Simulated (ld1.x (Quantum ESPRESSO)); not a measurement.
## N, RRKJ: configuration errors across variants

nitrogen, norm-conserving RRKJ (Kleinman–Bylander form), made with ld1.x (Quantum ESPRESSO) 7.5 (LDA (PZ), non-relativistic). Core [He], reference 2s2 2p3. Waves: 2p (bound): rc 1.90 bohr; 2s (bound): rc 0.90 bohr. Local part: the s channel. Core correction: none.

All-electron excitation energies from the reference (eV): (1) 2s2 2p2 13.737; (2) 2s2 2p1 42.712; (3) 2s2 2p0 89.879; (4) 2s1 2p0 167.304; (5) 2s2 2p3.3 -1.667; (6) 2s0 2p5 22.393; (7) 2s1 2p3 25.157; (8) 2s2 2p3 spin -2.893; (9) 2s2 2p2 spin 12.049.

Spin tests fill each open shell by Hund’s rule, majority spin first.

3 further variants failed, have other tests or another functional or relativity, and are left out.

Errors AE − PS in meV (a dash: test not solved or not reliable):

```tsv
change	(1)	(2)	(3)	(4)	(5)	(6)	(7)	(8)	(9)	bound ghosts
base	+50	+458	+1874	+3157	+0.6	+25	-70	+147	+122	none
wave 2p (bound): rc 1.90 bohr becomes 2p (bound): rc 2.58 bohr	+197	+1473	+5184	+8341	+4.1	-206	-241	-81	+90	none
wave 2s (bound): rc 0.90 bohr becomes 2s (bound): rc 1.08 bohr	+52	+467	+1902	+3170	+0.6	+28	-71	+149	+125	none
type TM	+37	+351	+1483	+2547	+0.4	+39	-50	+182	+138	none
all radii scaled by about 1.18 (s 1.06, p 2.24 bohr)	+102	+843	+3196	+5203	+1.6	-43	-140	+49	+94	none
all radii scaled by about 0.85 (s 0.76, p 1.62 bohr)	+23	+227	+1012	+1808	+0.2	+51	-25	+226	+163	none
type TM; local potential the p channel	+15	+275	+1388	+2466	-1.1	+38	-78	+178	+108	none
core correction a·sin(br)/r model core inside 0.48 bohr	+49	+446	+1813	+2926	+0.6	+20	-73	+37	+49	none
local potential the p channel	+14	+268	+1359	+2453	-1.1	+34	-77	+175	+105	none
```

(1) Give the same row for: core correction a·sin(br)/r model core inside 0.72 bohr.

Answers

(1) +49, +452, +1843, +3038, +0.6, +23, -72, +96, +88; bound ghosts: none.
